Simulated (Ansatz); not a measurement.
CH₈GeS, singlet: a trajectory.

The input file, in.yaml:

```yaml
crystal:
  periodic: [false, false, false]
  atoms:
    - {symbol: Ge, position_ang: [-0.641984, -0.722766, -0.206890]}
    - {symbol: S, position_ang: [1.441786, -1.522590, -0.145233]}
    - {symbol: H, position_ang: [-1.535024, -1.691726, -1.004819]}
    - {symbol: H, position_ang: [-1.181999, -0.605164, 1.230396]}
    - {symbol: C, position_ang: [-0.506815, 1.012718, -1.074068]}
    - {symbol: H, position_ang: [1.491472, 0.764699, 2.013686]}
    - {symbol: H, position_ang: [1.260714, 1.370275, 2.386838]}
    - {symbol: H, position_ang: [1.118004, -2.642708, 0.520789]}
    - {symbol: H, position_ang: [-1.495277, 1.467095, -1.154974]}
    - {symbol: H, position_ang: [0.137858, 1.670808, -0.491110]}
    - {symbol: H, position_ang: [-0.088533, 0.899261, -2.074614]}
basis:
  gaussian: {orbitals: def2-SVP}
hamiltonian: {xc: pbe0, dispersion: d4}
md: {n_steps: 30, timestep: 1.0, temperature: 1000, ensemble: npt_langevin, seed: 837, friction: 0.01, pressure: 1.0, initial_velocities: maxwell_boltzmann}
```

Command:

```bash
ansatz run in.yaml --threads 4 --pin off --events-out ev --progress --plain --max-ram 9574MiB
```

What Ansatz 0.2.0 printed:

```
Error: invalid value for `basis.gaussian`: such a run doesn't read md.pressure; remove what it names
```

The run took about 0.05 s on 4 CPU threads of an Arm Neoverse V2 (shared host).


The program refused the input. A pressure has no meaning for a molecule without a cell.